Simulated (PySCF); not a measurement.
A species of formula CH9ClSi4 has this rotational fingerprint, computed with PBE0-D3(BJ)/def2-SVP geometry optimisation, gas phase (PySCF 2.14.0):

```
Rotational constants : A = 1408, B = 1038, C = 702.0 MHz
Dipole components    : |μa| = 1.04 D, |μb| = 0.75 D, |μc| = 0.38 D
Inertial defect      : -125.86 u·Å²
κ                    : -0.05
```

Question: Which candidate fits, each taken in the one conformer that was computed?
A. `C[Si@@H]1[SiH2][SiH2][Si@@H]1Cl`
B. `[Cl:1][CH2:2][SiH:3]1[SiH2:4][SiH2:5][SiH2:6]1` with Cl1–C2–Si3–Si4 -47°, C2–Si3–Si4–Si5 92°, Si3–Si4–Si5–Si6 16°, Si4–Si5–Si6–Si3 -16°, C2–Si3–Si6–Si5 -92°

Answer: A. It is C[Si@@H]1[SiH2][SiH2][Si@@H]1Cl, an asymmetric top, point group C1. The candidates at the same level (rigid rotor, commonest isotopes):

| SMILES | A (MHz) | B (MHz) | C (MHz) | μa (D) | μb (D) | μc (D) | Δ (u·Å²) | point group | rotor |
| --- | --- | --- | --- | --- | --- | --- | --- | --- | --- |
| C[Si@@H]1[SiH2][SiH2][Si@@H]1Cl | 1408 | 1038 | 702.0 | 1.04 | 0.75 | 0.38 | -125.86 | C1 | asymmetric top |
| ClC[SiH]1[SiH2][SiH2][SiH2]1 | 1429 | 975.6 | 967.3 | 1.06 | 0.00 | 1.19 | -349.13 | Cs | near-prolate asymmetric top |

`ClC[SiH]1[SiH2][SiH2][SiH2]1` has C 38 % too high. No structure here is proved a minimum.
